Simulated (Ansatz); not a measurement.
Wavefunction ladder for C$_{5}$H$_{10}$O$_{5}$Ti (`CC1=CC(C)=[O+][Ti-]([OH])([OH])([OH])[O]1`)

```xyz
21

C    -0.372    0.851   -2.829
C    -0.133    0.387   -1.427
C     0.528   -0.827   -1.192
C     0.785   -1.282    0.090
C     1.519   -2.562    0.320
O     0.430   -0.661    1.148
Ti   -0.647    0.928    1.574
O    -0.313    2.724    1.522
O    -0.239    0.807    3.331
O    -2.401    0.503    1.495
O    -0.544    1.143   -0.508
H     0.113    1.820   -2.973
H    -1.444    1.003   -2.973
H     0.000    0.146   -3.571
H     0.862   -1.416   -2.034
H     2.410   -2.360    0.919
H     1.805   -3.047   -0.611
H     0.887   -3.234    0.905
H    -0.379    3.151    0.664
H     0.059    1.549    3.860
H    -2.924    0.375    2.289
```

Charge 0, multiplicity 1. Correlated methods include outer-core shells of Ti, which these sets cover unevenly. Scalar relativity is left out up to krypton. The geometry is a stationary point of PBE0-D4/def2-TZVP. It is one conformer, not always the lowest. Frozen core, restricted reference, Ansatz 0.2.0.

```tsv
basis	HF (Eh)	MP2 corr.
def2-SVP	-1417.54782	-1.91391
def2-TZVPP	-1418.35688	-2.43694
def2-QZVPP	-1418.39745	-2.62118
```

(1) Estimate the CCSD correlation energy and the (T) correction in each basis where they were run (hartree).

Results:

(1) 
```csv
basis,CCSD corr.,(T)
def2-SVP,-1.96419,-0.07644
def2-TZVPP,-2.46489,-0.11969
```
